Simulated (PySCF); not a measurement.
C₆H₁₄S, SMILES CCCCCCS, singlet (GFN2-xTB optimised geometry):

```
21

C     -0.481    -4.773    -3.777
C      0.063    -4.058    -2.547
C     -0.374    -2.596    -2.500
C      0.168    -1.874    -1.269
C     -0.272    -0.412    -1.228
C      0.273     0.296     0.000
S     -0.286     2.046     0.000
H     -1.568    -4.751    -3.781
H     -0.158    -5.811    -3.791
H     -0.127    -4.291    -4.686
H     -0.287    -4.568    -1.646
H      1.155    -4.108    -2.551
H     -1.465    -2.546    -2.496
H     -0.024    -2.086    -3.401
H     -0.182    -2.383    -0.368
H      1.260    -1.923    -1.273
H     -1.363    -0.356    -1.220
H      0.079     0.104    -2.125
H      1.363     0.296     0.000
H     -0.095    -0.169     0.915
H      0.320     2.383     1.137
```

Method: B3LYP/def2-SVP run with PySCF.

Task: What are the frontier orbital energies and the dipole moment?

Result: HOMO-2 -8.81 eV, HOMO-1 -8.47 eV, HOMO -6.19 eV, LUMO 0.85 eV, LUMO+1 1.46 eV; dipole moment 1.62 D.

On the same geometry PySCF with PBE/def2-SVP gives HOMO-2 -7.71 eV, HOMO-1 -7.41 eV, HOMO -5.16 eV, LUMO 0.14 eV, LUMO+1 0.92 eV; dipole moment 1.66 D.

Meta-Löwdin charges at B3LYP/def2-SVP: C1 -0.28, C2 -0.15, C3 -0.15, C4 -0.15, C5 -0.15, C6 -0.19, S7 -0.10, H8 0.09, H9 0.09, H10 0.09, H11 0.08, H12 0.08, H13 0.08, H14 0.08, H15 0.08, H16 0.08, H17 0.09, H18 0.09, H19 0.10, H20 0.10, H21 0.07.
